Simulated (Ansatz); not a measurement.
Ideal-gas functions of BGeH5Si (`[BH]1[SiH2][GeH2]1`) at 500 K and 1 bar, from an Ansatz frequency run at PBE0-D4/def2-TZVP.

Molar mass 116.55 g/mol, point group C1 (symmetry number 1), electronic degeneracy 1, moments of inertia 28.443, 180.278, 203.385 u Å². Harmonic wavenumbers (cm⁻¹, unscaled): 121, 307, 389, 447, 473, 522, 544, 690, 710, 788, 850, 888, 969, 2128, 2165, 2213, 2250, 2688.

Use S(trans) = R[1.5 ln M + 2.5 ln T − 1.1517]; rotational temperatures θ = 24.2544 K / I; S(rot) = R[ln(√π/σ · √(T³/θAθBθC)) + 1.5]; for each mode x = 1.438777 ν̃/T, S = R[x/(eˣ − 1) − ln(1 − e⁻ˣ)] and H = RT x/(eˣ − 1); 1 cm⁻¹ = 0.0119627 kJ/mol; R = 8.31446 J/(mol·K).

Q: By hand: the entropy, in J/(mol·K).

A: Translation 178.9. Rotation: θ = 0.8527, 0.1345, 0.1193 K, giving 112.6. Vibration, mode by mode: 17.13, 9.61, 7.80, 6.77, 6.36, 5.67, 5.39, 3.86, 3.68, 3.09, 2.68, 2.46, 2.05, 0.13, 0.12, 0.11, 0.10, 0.03, in all 77.0. Electronic 0.0. Sum 368.5 J/(mol·K).

Q: By hand: H − E and G − E in kJ/mol, counted from the electronic energy.

A: Zero-point energy ½ × 19142 × 0.0119627 = 114.5; thermal vibration 22.3; translation, rotation and pV give 4 RT = 16.6. H − E = 153.4 kJ/mol, and G − E = 153.4 − 500 × 368.5/1000 = -30.8 kJ/mol.

Vibration gives 21 % of the entropy, 17.1 J/(mol·K) of it from the mode under 150 cm⁻¹: soft modes count most, and the harmonic formula is weakest for them. The sum counts one conformer and one mirror image; others add a mixing term.
